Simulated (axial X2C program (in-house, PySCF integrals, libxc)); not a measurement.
## Potential curves of BeB⁻, two-component

All values were computed with an axial X2C code built on PySCF integrals. Two-component (2c) means X2C with spin–orbit coupling and atomic mean-field two-electron Coulomb and Gaunt terms. Basis: B dyall-av3z [8s7p3d2f], Be dyall-av3z [9s9p4d2f] (cores contracted in-house); Gaussian nuclei, density fitting, unrestricted open shells. Masses: B 11.009 u, Be 9.012 u.

State: Ω = 2 (⟨Sz⟩ = 2.00, ⟨Lz⟩ = 0.00 at HF). Energies in eV from the lowest point of each curve. Fits are polynomials in 1 − R0/R over 0.85 to 1.23 times the lowest point R0.

```tsv
R (Å)	CCSD(T)	HF	MP2
1.5799		0.2358	0.2439
1.6417		0.0742	0.0812
1.7172	0.0009	0.0000	0.0000
1.7738	0.0000	0.0138	0.0049
1.8304	0.0421	0.0741	0.0533
1.8870	0.1178	0.1711	0.1359
1.9530	0.2384	0.3202	0.2652
2.0191	0.3848	0.4983	0.4209
2.1040	0.5979	0.7560	0.6472
2.2078		1.0950	0.9497
2.3588		1.5932	1.4221
```

Correlated methods: 6 electrons correlated (number of frozen shells: B 1 s; Be 1 s), 218 virtual spin orbitals or spinors in MP2.

Coupled cluster ran in a truncated set of natural virtual spinors; the MP2 energy of the rest was added. (T) has no such correction and the atoms are truncated less, which lowers De at CCSD(T) by a hundredth of an eV or more. The spin of this state cannot come from the lowest atoms; the curve heads to a higher limit, and no De is given. The state is one determinant with fixed occupations, lowest in a PBE0 search at one distance only: followed along the bond, the 2c determinant Ω = 1 reaches 0.09 eV lower at PBE0, at Re = 1.623 Å, so the state shown is not the lowest. With several unpaired electrons one determinant need not be a pure state. A state of lower Ω lies just above, and one determinant can place such states too high, so the state shown need not be the lowest. The search has Ω = 1 only 0.10 eV up. Open-shell Ω = 0 determinants with evenly filled partner blocks cannot be reached by this program, so the Ω shown need not be the lowest component. Coupled cluster ran on the points near the minimum only. MP2 and coupled cluster on one determinant become unreliable at the stretched end.

Problem. Fit the CCSD(T) curve near its minimum: give the equilibrium distance and the harmonic wavenumber.

Solution. At CCSD(T), 2c: Re = 1.746 Å, ωe ≈ 907 cm⁻¹; Be follows as 1.12 cm⁻¹.

Problem. Fit the HF curve near its minimum: give the equilibrium distance and the harmonic wavenumber.

Solution. At HF, 2c: Re = 1.730 Å, ωe ≈ 970 cm⁻¹; Be follows as 1.14 cm⁻¹.

Problem. What are Re and ωe at the MP2 level?

Solution. At MP2, 2c: Re = 1.739 Å, ωe ≈ 926 cm⁻¹; Be follows as 1.12 cm⁻¹.
